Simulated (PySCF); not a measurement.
Compound: AsH5Si.
Bonds: Si1–As2. Hydrogens: H3, H4, H5 on Si1; H6, H7 on As2.

Computed by this run: PySCF 2.14.0, PBE0-D3(BJ)/def2-SVP geometry optimisation, gas phase; density fitting, grid level 1; the optimiser is geomeTRIC in internal coordinates, started from a GFN2-xTB structure with every atom displaced at random (about 0.01 Å).

Step 0: E = -68779.4595 eV
```
atom  x, y, z in Å  |  force x, y, z in eV/Å
Si1    -0.8850    0.1062   -0.0649   -0.845   0.426  -0.301
As2     1.3120   -0.0479   -0.7233    0.695   0.177  -0.601
H3     -1.7401   -0.8391   -0.8233    0.006  -0.216  -0.185
H4     -1.3802    1.4754   -0.3891    0.040   0.108  -0.062
H5     -1.1516   -0.1078    1.3489   -0.009  -0.175   0.802
H6      1.5182   -1.2989    0.0668    0.077  -0.632   0.184
H7      1.8073    0.7525    0.4570    0.036   0.310   0.163
```

Step 1: E = -68779.5360 eV
```
atom  x, y, z in Å  |  force x, y, z in eV/Å
Si1    -0.9362    0.1327   -0.0584    0.151  -0.034  -0.010
As2     1.3400   -0.0555   -0.7303   -0.011  -0.114   0.236
H3     -1.7163   -0.8610   -0.8537   -0.054  -0.002   0.016
H4     -1.3970    1.5115   -0.4020   -0.028  -0.008   0.012
H5     -1.1465   -0.1154    1.4026   -0.011   0.010  -0.059
H6      1.5277   -1.3642    0.0584   -0.036   0.198  -0.120
H7      1.8090    0.7924    0.4555   -0.012  -0.051  -0.075
```

Task: Estimate the geometry and energy of step 2. (The exact step hangs on the optimiser's Hessian estimate; all steps are aligned on step 1, rigid shifts and turns removed.)

Result: E = -68779.5391 eV, largest force 0.068 eV/Å
```
atom  x, y, z in Å  |  force x, y, z in eV/Å
Si1    -0.9312    0.1297   -0.0611    0.062  -0.003  -0.028
As2     1.3425   -0.0554   -0.7248   -0.030   0.009   0.014
H3     -1.7240   -0.8608   -0.8500   -0.012   0.001   0.008
H4     -1.3976    1.5074   -0.4012   -0.016  -0.001   0.003
H5     -1.1459   -0.1155    1.3966   -0.007  -0.004   0.003
H6      1.5225   -1.3529    0.0571    0.004  -0.011  -0.003
H7      1.8145    0.7878    0.4557    0.000   0.008   0.002
```

The energy changes by -0.0031 eV. The first-order estimate −F·Δx gives -0.0057 eV and the mean of the old and new forces, exact on a quadratic surface, -0.0030 eV. The step makes an angle of 46° with the force vector and moves no atom by more than 0.013 Å.

The cost below is that of the whole optimisation. On an Arm Neoverse V1 with one thread, no GPU (shared host), this took 6.6 s of wall time and 0.32 GiB of memory at its peak.
